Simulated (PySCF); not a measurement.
C2HF3Si. Atoms are numbered in the order given.

```xyz
7

C      0.0000     0.0000     2.6911
C      0.0000     0.0000     1.4760
Si     0.0000     0.0000    -0.3232
F      1.2935    -0.7468    -0.8980
F      0.0000     1.4937    -0.8980
F     -1.2935    -0.7468    -0.8980
H      0.0000     0.0000     3.7670
```

Geometry: B3LYP-D3(BJ)/def2-SVP.

Calculation: PBE/def2-TZVP (PySCF).

ESP charges are fitted to the potential on shells at 1.4 to 2.0 van der Waals radii. Atomic charges (e):

```json
[
 {"atom": "C1", "ESP fit": "-0.22", "IAO": "-0.12"},
 {"atom": "C2", "ESP fit": "-0.24", "IAO": "-0.40"},
 {"atom": "Si3", "ESP fit": "0.95", "IAO": "1.78"},
 {"atom": "F4", "ESP fit": "-0.26", "IAO": "-0.49"},
 {"atom": "F5", "ESP fit": "-0.26", "IAO": "-0.49"},
 {"atom": "F6", "ESP fit": "-0.26", "IAO": "-0.49"},
 {"atom": "H7", "ESP fit": "0.29", "IAO": "0.22"}
]
```

Computed Mayer and Wiberg (Löwdin basis) orders of the bonds:
| bond | Mayer | Wiberg |
|---|---|---|
| C1–C2 | 2.66 | 2.97 |
| C2–Si3 | 1.07 | 1.13 |
| Si3–F4 | 1.19 | 1.75 |
| Si3–F5 | 1.19 | 1.75 |
| Si3–F6 | 1.19 | 1.75 |
| C1–H7 | 0.97 | 0.91 |
